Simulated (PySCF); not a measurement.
Compound: C₂H₂N₂Si.
Numbering: `[N:1]#[C:2][SiH2:3][C:4]#[N:5]` (hydrogens: H6, H7 on Si3)

Structure used (PBE0-D3(BJ)/def2-SVP), in Å, numbered top down from 1:
```xyz
7
C2H2N2Si angstrom
N     -2.4260   -1.1915   -0.0159
C     -1.4847   -0.5151   -0.0124
Si    -0.0005    0.5894    0.0017
C      1.4896   -0.5070   -0.0237
N      2.4335   -1.1797   -0.0375
H      0.0017    1.3841    1.2529
H     -0.0070    1.4297   -1.2193
```

The calculation used core-valence-separated Tamm–Dancoff BHandHLYP/aug-pcX-1 (pcseg-1 on H, def2-SVPD on Si) in PySCF, non-relativistic, gas phase, PBE0-D3(BJ)/def2-SVP geometry. No empirical shift is added; at this level the pattern usually sits a few eV under experiment.

The lowest roots of each edge with f over 0.003 (five at most, numbered afresh; weaker and dark ones are left out), with transition dipoles (au) in the frame of the coordinates:

```json
{"root": "1", "edge": "C", "E (eV)": "282.98", "f": "0.0316", "μx": "-0.0665", "μy": "0.0123", "μz": "0.0006"}
{"root": "2", "edge": "C", "E (eV)": "282.98", "f": "0.0610", "μx": "0.0087", "μy": "0.0934", "μz": "0.0020"}
{"root": "3", "edge": "C", "E (eV)": "283.04", "f": "0.0967", "μx": "-0.0005", "μy": "0.0024", "μz": "-0.1180"}
{"root": "4", "edge": "C", "E (eV)": "285.83", "f": "0.0147", "μx": "0.0422", "μy": "0.0180", "μz": "0.0002"}
{"root": "5", "edge": "C", "E (eV)": "285.83", "f": "0.0111", "μx": "-0.0320", "μy": "0.0237", "μz": "0.0007"}
{"root": "6", "edge": "N", "E (eV)": "396.62", "f": "0.0481", "μx": "0.0610", "μy": "-0.0349", "μz": "-0.0009"}
{"root": "7", "edge": "N", "E (eV)": "396.62", "f": "0.0784", "μx": "-0.0247", "μy": "-0.0863", "μz": "-0.0017"}
{"root": "8", "edge": "N", "E (eV)": "396.73", "f": "0.0368", "μx": "-0.0001", "μy": "0.0012", "μz": "-0.0614"}
{"root": "9", "edge": "N", "E (eV)": "396.73", "f": "0.0896", "μx": "0.0006", "μy": "-0.0019", "μz": "0.0959"}
```

**Question.** Molecules are fixed in this frame and the field points along x. What effective strengths 3 f cos²θ do the roots have (θ between field and μ)?

**Answer.** root 1 (C2/C4): 0.092, root 2 (C2/C4): 0.002, root 3 (C2/C4): 0.000, root 4 (C2/C4): 0.037, root 5 (C2/C4): 0.022, root 6 (N1/N5): 0.109, root 7 (N1/N5): 0.018, root 8 (N1/N5): 0.000, root 9 (N1/N5): 0.000. Root 6 is the strongest. Averaged over all orientations cos²θ is 1/3, which gives f back. For degenerate partners only the sum has meaning, as the program may mix them freely.

